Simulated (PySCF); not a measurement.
This PySCF input asks for the NMR shieldings of SMILES c1c(/C=C/C(C)=O)cccc1, C₁₀H₁₀O; the geometry comes from PBE0-D3(BJ)/def2-SVP.

```python
import basis_set_exchange as bse
import numpy as np
from pyscf import gto, dft
from pyscf.prop import nmr

atoms = """
C     4.079039    0.367172    0.533019
C     2.904319   -0.574300    0.440956
O     3.042690   -1.777717    0.511143
C     1.572187    0.056795    0.263663
C     0.469118   -0.709807    0.180667
C    -0.915688   -0.285071    0.010012
C    -1.915064   -1.265609   -0.102570
C    -3.251302   -0.913768   -0.269649
C    -3.614700    0.430392   -0.324862
C    -2.634054    1.419124   -0.212277
C    -1.301124    1.066155   -0.046550
H     5.009274   -0.205355    0.627122
H     4.124231    1.013652   -0.358148
H     3.962250    1.031647    1.404715
H     1.525567    1.148207    0.203076
H     0.644041   -1.790293    0.248540
H    -1.628848   -2.319524   -0.058153
H    -4.012797   -1.692324   -0.356378
H    -4.662521    0.711016   -0.454618
H    -2.915088    2.474176   -0.252682
H    -0.545818    1.849560    0.044161
"""
names = dict.fromkeys(["C", "O", "H"], "pcSseg-1")
basis = {el: gto.basis.parse(bse.get_basis(n, elements=[el], fmt="nwchem")) for el, n in names.items()}
mol = gto.M(atom=atoms, basis=basis, charge=0, verbose=0)
mf = dft.RKS(mol, xc="PBE0")
mf.grids.level = 2
mf.grids.alignment = dft.numint.BLKSIZE   # the property module wants whole blocks of grid points
mf.conv_tol = 1e-9
mf.kernel()

calc = nmr.RKS(mf)   # GIAO
C = mf.mo_coeff
Co = C[:, mf.mo_occ > 0]
resp = mf.gen_response(singlet=True, hermi=2)
def vind(x):   # induced exchange potential for any number of trial vectors
    d = np.einsum("pi,xij,qj->xpq", C, 2 * x.reshape(-1, C.shape[1], Co.shape[1]), Co, optimize=True)
    return np.einsum("xpq,pi,qj->xij", resp(d - d.transpose(0, 2, 1)), C, Co, optimize=True).ravel()
mo1, _ = nmr.rhf.solve_mo1(calc, with_cphf=vind)
sigma = calc.kernel(mo1)
for i, s in enumerate(sigma):   # ppm
    print("%2d %-2s %9.2f" % (i, mol.atom_pure_symbol(i), np.trace(s) / 3))
```

Task: Give the expected output.

Result: 
```
 0 C     151.80
 1 C     -12.02
 2 O    -294.07
 3 C      59.20
 4 C      34.02
 5 C      45.78
 6 C      44.30
 7 C      49.73
 8 C      47.54
 9 C      50.42
10 C      54.24
11 H      29.21
12 H      28.93
13 H      28.93
14 H      24.53
15 H      23.48
16 H      23.76
17 H      23.73
18 H      23.78
19 H      23.75
20 H      23.24
```

These numbers come from an equivalent density-fitted implementation of the same equations, which agrees with the script to about 0.01 ppm for H and up to a few tenths of a ppm for heavy atoms, so last digits may differ.

Task: Turn these shieldings into chemical shifts. References, each an isolated molecule treated in the same way: TMS for ¹³C (σ = 184.41 ppm), ¹H (σ = 31.27 ppm); ¹⁷O (σ = 334.56 ppm) vs H2O.

Result: Averaging equivalent atoms: C 1: 196.4; C 4: 150.4; C 5: 138.6; C 8: 136.9; C 6/10: 135.1; C 7/9: 134.3; C 3: 125.2; C 0: 32.6; O 2: 628.6; H 15: 7.79; H 16/20: 7.77; H 17/19: 7.53; H 18: 7.49; H 14: 6.74; H 11/12/13: 2.24 ppm. Unscaled 17O shifts of doubly bonded oxygen tend to come out too high, by tens of ppm or more. Experimental scales use liquid or dissolved standards, which lie at an offset from isolated H2O (liquid H2O: subtract about 36 ppm).

Size and cost of the density-fitted run: 237 basis functions; peak memory 1.9 GiB.
